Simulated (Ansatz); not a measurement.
A run for Ansatz (a program for electronic structure): R-PBE0/def2-TZVPP on BrGeH2N (SMILES [NH2][Ge][Br]), a point of a torsion scan.

Ansatz 0.2 input:
```yaml
crystal:
  periodic: [false, false, false]
  atoms:
    - {symbol: N, position_ang: [-0.74472081, -0.07006222, -0.02808692]}
    - {symbol: Ge, position_ang: [0.85353093, -0.75596350, -0.53107950]}
    - {symbol: Br, position_ang: [0.45466833, -2.91283276, 0.33829664]}
    - {symbol: H, position_ang: [-1.00718402, 0.88568097, -0.21487047]}
    - {symbol: H, position_ang: [-1.49878082, -0.53346742, 0.46069232]}
basis:
  gaussian:
    orbitals: def2-TZVPP
hamiltonian:
  xc: {name: PBE0}
scf: {lower_state_search: off}
```

The head of its log:

```
WARN ansatz: RAYON_NUM_THREADS=1 ignored (pool sized by the plan → 1); use --threads N
Functional definition: PBE0
these checks for a lower state are left out or cut short: stability, starts, cluster_reference, orbital_swaps, neighbouring_geometries, increment
integrals: 0.08 GiB planned
1087 factors; their error is unknown
mean field: 0.73 GiB planned
mean field evaluation 1: about -128064.7389 eV, gradient 6.2e1 eV
mean field evaluation 2: about -128034.2337 eV, gradient 1.1e2 eV
```

Problem. Predict the final total energy.

Solution. -4706.5833 hartree.
